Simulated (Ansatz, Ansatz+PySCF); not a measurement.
```xyz
2

K     0.0000    0.0000   -1.3538
Cl    0.0000    0.0000    1.5131
```

Basis set: def2-SVP (spherical functions). Correlated methods keep 10 orbitals frozen. Charge 0, multiplicity 1.

Computed with Ansatz (development build ahead of 0.2.0); each method stands on the lowest determinant of its kind that the runs found. Restricted open shells among the atoms or ions are ROHF, correlated in semicanonical orbitals with singles.

The atomization energy at this shape (free ground-state atoms in the same class of orbitals less the molecule, no zero-point energy) of singlet KCl:

```tsv
method	atomization energy
RHF-CCSD(T)	343.0 kJ/mol
RHF-CCSD	341.0 kJ/mol
RHF-MP2	353.0 kJ/mol
UHF	291.1 kJ/mol
```

(1) What does RHF give?

Answers

(1) 301.5 kJ/mol.
